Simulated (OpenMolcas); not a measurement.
Co²⁺.

```
Program             : OpenMolcas 26.06
Method              : CASSCF
Basis               : ANO-RCC-VDZP [5s4p2d1f]
Scalar Hamiltonian  : DKH2, point nucleus
Active space        : 7 electrons in 6 orbitals (3d 4s)
State averaging     : 2S+1 = 6 even, 5 roots; 2S+1 = 4 even, 50 roots; 2S+1 = 2 even, 103 roots
Spin-orbit coupling : RASSI with atomic mean-field integrals over the reference wave functions, term energies averaged over their components
```

Levels without dynamic correlation, in cm⁻¹ above 3d⁷ ⁴F_9/2:

```
            Level      E
      3d⁷ ²H_11/2  19649
       3d⁷ ²G_9/2  13095
3d⁷ ²P_3/2 [73 %]  18779
       3d⁷ ⁴P_5/2  20215
    3d⁷ ²D_5/2(1)  21961
```

On this reference, MS-CASPT2, IPEA 0.25 Eh, imaginary shift 0.1 Eh (closed shells correlated: 3s 3p) puts 3d⁷ ²H_11/2 at 22970 cm⁻¹.

Estimate the other levels at that method by one scale factor, and say how well it serves.

The factor is 22970 / 19649 = 1.169. Scaled values beside those that MS-CASPT2 gives and measured ones (Sugar and Corliss, J. Phys. Chem. Ref. Data 10, 1097 (1981)):
```json
{"Level": "3d⁷ ²G_9/2", "Scaled": "15308", "MS-CASPT2": "16390", "Miss (%)": "-6.6", "Measured": "16978"}
{"Level": "3d⁷ ²P_3/2 [73 %]", "Scaled": "21953", "MS-CASPT2": "19330", "Miss (%)": "+13.6", "Measured": ""}
{"Level": "3d⁷ ⁴P_5/2", "Scaled": "23631", "MS-CASPT2": "16160", "Miss (%)": "+46.2", "Measured": ""}
{"Level": "3d⁷ ²D_5/2(1)", "Scaled": "25672", "MS-CASPT2": "22550", "Miss (%)": "+13.8", "Measured": "23059"}
```
For these levels the scaled values miss MS-CASPT2 by up to 46.2 %, as correlation changes each term by its own factor, spin-orbit parts do not scale and CASPT2 has its own spread within terms. This holds within one configuration; levels of others move differently, and the target method has errors of its own against measurement.

Term energies are means over components that CASPT2 splits; among the terms shown or strongly mixed into the levels shown the widest spread is 2500 cm-1 (3d⁷ ⁴F, MS-CASPT2). Without dynamic correlation excited terms often stand tens of per cent too high (terms of higher spin than the ground term too low), and those without a measured partner can miss by more than the paired ones (holds for CASSCF). Blocks of more than 70 roots (2S+1 = 2 even) ran without multistate coupling (holds for MS-CASPT2). Measured partners are found by configuration, term and J. A level has none where our copy of the source lacks it or the pairing is in doubt (some pairs that miss far off the trend of their configuration count as doubtful), and it then counts in no deviation. Levels of configurations outside the active space are missing.

A share in square brackets marks a mixed level and gives the weight of the term that names it, the lowest over the columns. A number in round brackets counts repeated terms of one configuration in the order of the reference energies.
